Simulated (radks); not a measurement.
Values are calculated unless marked as measured or tabulated.
Effect of the nuclear size on neutral cadmium, [Kr] 4d10 5s2. Code: a radial shooting solver on a logarithmic mesh with Libxc functionals. Model: Dirac Kohn-Sham, relativistic LDA (MacDonald-Vosko exchange, VWN5 correlation), spin-unpolarised, spherical densities, finite nucleus; Fermi nuclear charge, rms radius 4.6087 fm. The rms radius is varied about that value; shifts are against it.

| rms radius (fm) | total energy shift (eV) | density at nucleus (e/bohr^3) | 1s1/2 shift (meV) | 2s1/2 shift (meV) | 4s1/2 shift (meV) | 4p1/2 shift (meV) | 5s1/2 shift (meV) |
|---|---|---|---|---|---|---|---|
| 3.7146 | -1.13 | 1.626e+05 | -473 | -53.3 | -1.88 | 0.183 | -0.089 |
| 4.2492 | -0.480 | 1.596e+05 | -201 | -22.6 | -0.796 | 0.078 | -0.038 |
| 4.6087 | 0 | 1.577e+05 | 0.000 | 0.000 | 0.000 | 0.000 | 0.000 |
| 4.77 | 0.226 | 1.57e+05 | 94.6 | 10.7 | 0.375 | -0.037 | 0.018 |
| 5.171 | 0.817 | 1.552e+05 | 342 | 38.5 | 1.36 | -0.132 | 0.064 |

Slopes of the eigenvalues against <r^2> in GHz/fm^2, as finite differences over the two radii next to the reference (eigenvalue slopes, not the field-shift constants of lines): 1s1/2 15200, 2s1/2 1710, 4s1/2 60.3, 4p1/2 -5.89, 5s1/2 2.85.
